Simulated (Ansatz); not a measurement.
Reaction (formal loss of a carbene): `ClC(Cl)I` → `Cl[C]Cl` + HI

Isolated molecules relaxed with PBE0-D4/def2-TZVP in Ansatz; ΔE leaves out vibrations. CCSD(T)/CBS is the MP2 limit (def2-TZVPP, def2-QZVPP) plus CCSD(T) − MP2 in def2-TZVPP, frozen cores. This one scheme is used for every species. Functionals use def2-TZVPP. Elements past krypton have def2 core potentials. For I outer-core shells are correlated without core-valence functions, which leaves a few kJ/mol of doubt a bond.

```csv
species,LC-ωPBE energy (Eh)
`ClC(Cl)I`,-1256.59949
`Cl[C]Cl`,-958.14537
HI,-298.34599
```

**Question.** Work out ΔE.

**Answer.** ΔE = (-958.14537) + (-298.34599) − (-1256.59949) = 0.10813 Eh = +283.9 kJ/mol. CCSD(T)/CBS gives +273.4 kJ/mol.

Largest T1 diagnostic among the species: 0.020, so the coupled-cluster value is less sure than usual.

From r2SCAN to r2SCAN0 (25 % exact exchange), in def2-TZVPP and without D4, ΔE moves by +11.7 kJ/mol. Leaving LDA and LC-ωPBE aside and taking each functional with its dispersion term where it has one, the values, not all of them listed here, spread over 42.6 kJ/mol, from BLYP-D4 to PBE-QIDH. LDA lies +47.3 kJ/mol from PBE without D4.
